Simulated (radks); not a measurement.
Task: Species: Hf4+. Configuration: [Xe] 4f13.75 5d0.25 (fractional occupations, a model configuration). All-electron calculation, Dirac Kohn-Sham, PBE, spin-unpolarised, spherical densities, finite nucleus; open shells fill j = l - 1/2 first; Fermi nuclear charge, rms radius 5.347 fm. Program: a radial shooting solver on a logarithmic mesh with Libxc functionals. Some entries of the table are withheld. Estimate them.

orbital,occ.,eigenvalue (eV),r(max) (bohr)
1s1/2,2,-65221.78,0.01190
2s1/2,2,-11183.72,0.06826
2p1/2,2,-10685.18,0.05091
2p3/2,4,-9493.398,0.05754
3s1/2,2,-2581.812,0.1924
3p1/2,2,-2360.339,0.1804
3p3/2,4,-2104.933,0.1940
3d3/2,4,-1729.372,(1)
3d5/2,6,-1673.666,(2)
4s1/2,2,-554.8248,0.4378
4p1/2,2,(3),0.4383
4p3/2,4,(4),0.4673
4d3/2,4,-256.0767,0.4659
4d5/2,6,-245.3594,0.4751
5s1/2,2,-108.7922,1.012
5p1/2,2,-82.5186,1.090
5p3/2,4,-74.2289,1.172
4f5/2,6,-60.8744,0.4513
4f7/2,7.75,-59.1002,0.4564
5d3/2,0.25,-39.7797,1.487
5d5/2,0,-38.9410,1.521

Result: 
(1) 3d3/2 r(max) (bohr): 0.1524
(2) 3d5/2 r(max) (bohr): 0.1562
(3) 4p1/2 eigenvalue (eV): -463.9953
(4) 4p3/2 eigenvalue (eV): -405.5199
